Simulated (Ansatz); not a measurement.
An input meant for [MoO4]2- (MoO4²⁻) (charge -2, singlet).

```yaml
crystal:
  periodic: [false, false, false]
  atoms:
    - {symbol: Mo, position_ang: [-0.000032, -0.000001, 0.000010]}
    - {symbol: O, position_ang: [0.011078, -0.018806, 1.794679]}
    - {symbol: O, position_ang: [1.688403, 0.010940, -0.608615]}
    - {symbol: O, position_ang: [-0.853685, 1.469323, -0.577661]}
    - {symbol: O, position_ang: [-0.845764, -1.461466, -0.608423]}
basis:
  gaussian: {orbitals: def2-SVP, nuclear_model: gaussian}
total_charge: -2
magnetization: {spin_polarized: true, initial_magnetization: 8}
hamiltonian: {xc: {name: B2GP-PLYP}}
scf: {omitted_lower_state_checks: [starts]}
output: {forces: true}
```

```sh
$ ansatz run in.yaml --threads 4 --pin off --events-out ev --progress --plain --max-ram 3916MiB
```

It prints (some lines left out):

```
Functional definition: B2GP-PLYP
831 factors; integrals over basis functions are off by at most 1.4e-3 eV
mean field evaluation 1: about -9966.7020 eV, gradient 5.4e1 eV
mean field evaluation 2: about -9967.5866 eV, gradient 5.4e1 eV
mean field evaluation 4: about -9986.2045 eV, gradient 3.6e1 eV
mean field evaluation 8: about -9994.2328 eV, gradient 2.9e0 eV
mean field evaluation 16: about -9995.2565 eV, gradient 2.6e0 eV
mean field evaluation 32: about -9996.5698 eV, gradient 5.6e-2 eV
mean field -9996.57118922 eV, -367.3672152846 hartree, gradient 1.9e-6 eV, S^2 20.030682; 0 other end points of the search recorded, 0 dependent functions left out
4 core orbitals not correlated: weight in the atoms' cores, before any rotation towards them, 1.000 or more for the frozen orbitals, at most 0.000 for the correlated occupied ones
reference -9996.57128658 eV, -367.3672188624 hartree; 24, 16 occupied and 59, 67 virtual orbitals, 831 factors
second order -27.92638386 eV of doubles, -0.00000000 eV of singles
Total energy: -10006.62478477 eV, -367.7366781063 hartree
Atom 0 at    -0.000032    -0.000001     0.000010 Å, force     0.262145     0.029741    -0.843127 eV/Å
Atom 1 at     0.011078    -0.018806     1.794679 Å, force    -0.154287    -0.154677     5.999630 eV/Å
Atom 2 at     1.688403     0.010940    -0.608615 Å, force     6.180959     0.159460    -1.873511 eV/Å
Atom 3 at    -0.853685     1.469323    -0.577661 Å, force    -3.072860     5.202471    -1.657664 eV/Å
Atom 4 at    -0.845764    -1.461466    -0.608423 Å, force    -3.215956    -5.236994    -1.625329 eV/Å
Dipole moment:    -0.037173    -0.024124     0.192003 e Å
Checks for a lower state left out: starts
```

In this input the spin is set far too high (8 unpaired electrons typed, 0 in the singlet as meant). The calculation finished and met its thresholds. The result belongs to that input, not to the species as meant.

In the def2 sets Mo takes a core potential; there is no spin–orbit coupling. Correlated methods freeze 4 core orbitals; core or outer-core shells of Mo are correlated, in sets that lack core-valence functions. A multiply charged anion in the gas phase is held together partly by the finite basis. The highest occupied level of an anion often lies above zero with these methods, and sets without diffuse functions describe the outer electron poorly.
